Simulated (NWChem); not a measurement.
# C3H7NSi; SMILES C(#N)[C@H](C)[SiH3]

Computed with NWChem. Geometry: optimised at B3LYP/6-31G* (spherical d).

Problem. Predict the results for LDA (Slater exchange, VWN5)/def2-TZVP. Quantities: highest occupied level (eV); orbital gap (eV); dipole (D).

Solution. The highest occupied level (eV) is -7.59. The orbital gap (eV) is 6.46 and the dipole (D) is 4.09.
